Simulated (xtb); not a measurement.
hafnium atom (Hf), triplet (GFN-xTB shapes and energies of metal compounds can be far from the true ones); GFN2-xTB in xtb 6.7.1.

The xtb input:
```
$ xtb mol.xyz --gfn 2 --chrg 0 --uhf 2 --json

# file mol.xyz
1

Hf     0.00000000     0.00000000     0.00000000
```

### Question
What does xtb print? Leave out banner, timings and long lists.

### Answer

```
   ID    Z sym.   atoms
    1   72 Hf     1

           -------------------------------------------------
          |                Calculation Setup                |
           -------------------------------------------------

           -------------------------------------------------
          |                 G F N 2 - x T B                 |
           -------------------------------------------------

          ...................................................
          :                      SETUP                      :
          :.................................................:
          :  # basis functions                  10          :
          :  # atomic orbitals                   9          :
          :  # shells                            3          :
          :  # electrons                         4          :
          :  max. iterations                   250          :
          :  Hamiltonian                  GFN2-xTB          :
          :  restarted?                      false          :
          :  GBSA solvation                  false          :
          :  PC potential                    false          :
          :  electronic temp.          300.0000000     K    :
          :  accuracy                    1.0000000          :
          :  -> integral cutoff          0.2500000E+02      :
          :  -> integral neglect         0.1000000E-07      :
          :  -> SCF convergence          0.1000000E-05 Eh   :
          :  -> wf. convergence          0.1000000E-03 e    :
          :  Broyden damping             0.4000000          :
          :  net charge                          0          :
          :  unpaired electrons                  2          :
          ...................................................

 iter      E             dE          RMSdq      gap      omega  full diag
   1     -1.3104417 -0.131044E+01  0.141E+01    0.00       0.0  T
   2     -1.3104417  0.000000E+00  0.113E+01    0.00       0.0  T
   3     -1.3104417  0.000000E+00  0.871E+00    0.00       0.0  T
   4     -1.3104417  0.000000E+00  0.697E+00    0.00       0.0  T
   5     -1.3104417  0.000000E+00  0.558E+00    0.00       0.0  T
   6     -1.3104417  0.000000E+00  0.446E+00    0.00       0.0  T
   7     -1.3104417  0.000000E+00  0.357E+00    0.00       0.0  T
   8     -1.3104417  0.000000E+00  0.285E+00    0.00       0.0  T
   9     -1.3104417  0.000000E+00  0.228E+00    0.00       0.0  T
[...]
         :: total energy              -1.310441678276 Eh    ::
[...]

         #    Occupation            Energy/Eh            Energy/eV
      -------------------------------------------------------------
         1        2.0000           -0.4136602             -11.2563
         2        0.4000           -0.2970528              -8.0832
         3        0.4000           -0.2970528              -8.0832 (HOMO)
         4        0.4000           -0.2970528              -8.0832 (LUMO)
         5        0.4000           -0.2970528              -8.0832
         6        0.4000           -0.2970528              -8.0832
         7                         -0.0870537              -2.3689
         8                         -0.0870537              -2.3689
         9                         -0.0870537              -2.3689
      -------------------------------------------------------------
                  HL-Gap            0.0000000 Eh            0.0000 eV
             Fermi-level           -0.3263973 Eh           -8.8817 eV

     #   Z          covCN         q      C6AA      α(0)
     1  72 Hf       0.000    -0.000  1481.611   106.282

 Mol. C6AA /au·bohr⁶  :       1481.610553
 Mol. C8AA /au·bohr⁸  :     299383.036505
 Mol. α(0) /au        :        106.281620

Wiberg/Mayer (AO) data.
largest (>0.10) Wiberg bond orders for each atom

 ---------------------------------------------------------------------------
     #   Z sym  total        # sym  WBO       # sym  WBO       # sym  WBO
 ---------------------------------------------------------------------------
     1  72 Hf   0.000
 ---------------------------------------------------------------------------

molecular dipole:
                 x           y           z       tot (Debye)
 q only:        0.000       0.000       0.000
   full:        0.000       0.000       0.000       0.000
molecular quadrupole (traceless):
                xx          xy          yy          xz          yz          zz
 q only:        0.000       0.000       0.000       0.000       0.000       0.000
  q+dip:        0.000       0.000       0.000       0.000       0.000       0.000
   full:        0.000       0.000       0.000       0.000       0.000       0.000

           -------------------------------------------------
          | TOTAL ENERGY               -1.310441678276 Eh   |
          | GRADIENT NORM               0.000000000000 Eh/α |
          | HOMO-LUMO GAP               0.000000000000 eV   |
           -------------------------------------------------

normal termination of xtb
```
